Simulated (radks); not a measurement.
Polarisability of the bismuth ion Bi5+, [Xe] 4f14 5d10, at imaginary frequency. All-electron calculation, non-relativistic Kohn-Sham, PBE, spin-unpolarised, spherical densities, point nucleus; relativity is left out, which matters for an element this heavy. Program: a radial shooting solver on a logarithmic mesh with Libxc functionals. Response by self-consistent Sternheimer equations with the Hartree and adiabatic LDA kernel.

w (hartree)  alpha1(iw) (bohr^3)  alpha2(iw) (bohr^5)
0.00266                    2.668                5.694
0.0143                     2.668                5.694
0.0360                     2.667                5.691
0.0697                     2.665                5.682
0.118                      2.659                5.659
0.186                      2.646                5.610
0.280                      2.618                5.509
0.413                      2.564                5.320
0.605                      2.457                4.989
0.892                      2.261                4.472
1.35                       1.926                3.751
2.12                       1.426                2.839
3.59                      0.8352                1.773
6.94                      0.3469               0.7572
17.5                     0.09028               0.1607

Static values: alpha1 = 2.668 bohr^3 (0.3953 angstrom^3; uncoupled 4.086), alpha2 = 5.694 bohr^5, alpha3 = 18.10 bohr^7. C6 = 12.51, C8 = 127.4, triple-dipole C9 = 23.86 atomic units. One-pole (London) frequency 4 C6 / (3 alpha1^2) = 2.343 hartree, against 3.021 for minus the highest occupied eigenvalue.
